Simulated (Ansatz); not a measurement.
Cartesian coordinates in Å:
```
N 0.3426 -1.9141 1.8883
C 0.1783 -1.0927 1.0988
Sn -0.0884 0.3773 -0.3515
F -1.6677 1.3087 0.1058
Cl -0.3939 -0.5465 -2.4067
Cl 1.6292 1.8674 -0.3348
```

Charge 0, multiplicity 1. Sn: def2 effective core potential.

Task: List the PBE/def2-TZVPP orbital energies in eV (Ansatz 0.2.0). (Best estimate.)

Result: Computed: Occupied: -2740.13, -2740.13, -660.16, -381.65, -270.74, -250.68, -250.68, -191.40, -191.40, -191.19, -191.19, -191.19, -191.19, -135.88, -91.85, -91.82, -91.81, -30.12, -28.42, -28.38, -28.23, -28.22, -27.41, -23.45, -21.48, -21.05, -15.03, -12.14, -11.16, -10.97, -10.09, -9.87, -9.54, -9.48, -9.38, -9.06, -8.88, -8.87, -8.78. Lowest empty: -3.92, -2.63, -2.47, -0.23, 0.22, 0.63, 1.05, 1.49.
